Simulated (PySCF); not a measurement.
C2H7BO2Si, SMILES OB(O)/C=C\[SiH3] (GFN2-xTB optimised geometry):

```
13

O     -0.982    -2.620     0.001
B     -0.341    -1.416     0.000
O      1.011    -1.416     0.000
C     -1.042    -0.020     0.000
C     -0.332     1.108    -0.001
Si     1.553     1.174    -0.001
H     -1.937    -2.587     0.004
H      1.426    -2.279     0.000
H     -2.129     0.035     0.001
H     -0.861     2.056    -0.002
H      1.855     2.620    -0.001
H      2.127     0.621    -1.226
H      2.129     0.619     1.222
```

Level of theory: B3LYP/def2-TZVP (PySCF).

Problem. What are the frontier orbital energies and the dipole moment?

Solution. HOMO-2 -8.52 eV, HOMO-1 -8.27 eV, HOMO -7.70 eV, LUMO -1.32 eV, LUMO+1 0.27 eV; dipole moment 2.29 D.

Meta-Löwdin charges at B3LYP/def2-TZVP: O1 -0.53, B2 0.43, O3 -0.51, C4 -0.23, C5 -0.29, Si6 0.53, H7 0.36, H8 0.36, H9 0.10, H10 0.12, H11 -0.13, H12 -0.10, H13 -0.10.
